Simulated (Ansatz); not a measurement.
A made-up structure of BSiH4I, singlet:

Si1  (0.761, -0.659, 0.491)
B2  (-0.706, 0.496, -0.244)
I3  (2.875, -1.051, -0.785)
H4  (-1.668, -0.129, -0.319)
H5  (-0.459, 0.933, -1.278)
H6  (-0.905, 1.357, 0.491)
H7  (0.697, -1.312, 1.751)
(Å)

It is relaxed with PBE-D4/def2-SVP and then PBE0-D4/def2-TZVP (Ansatz 0.2.0). Atoms count as bonded within 1.22 times the sum of their covalent radii (H–H: 0.88 Å). The end point is not checked to be a true minimum.

Task: Does its bonding change? (Judge from chemistry; the calculation decides.)

Result: By the calculation: Yes. Formed: Si1–H4; broken: none.

Where it ends: The first stage lowers the energy by 0.87 eV in 24 steps. It ends as BSiH₄I ([I][SiH]1[H][BH2]1):
Si1  (0.779, -0.317, 0.470)
B2  (-0.593, 0.768, -0.231)
I3  (2.445, -1.492, -0.837)
H4  (-0.764, -0.571, -0.276)
H5  (-0.532, 1.176, -1.347)
H6  (-1.358, 1.160, 0.600)
H7  (0.618, -1.089, 1.729)
(Å)

Labels in which every atom is bracketed show which atoms are joined, not bond orders.

For scale, one of the runs: PBE0-D4/def2-TZVP relaxation, 142 basis functions, launched by `ansatz run in.yaml --threads 2 --pin off --events-out ev --progress --plain --max-ram 4352MiB`. Hardware: 2 CPU threads of an Arm Neoverse V1, shared host. Wall time about 27 s.
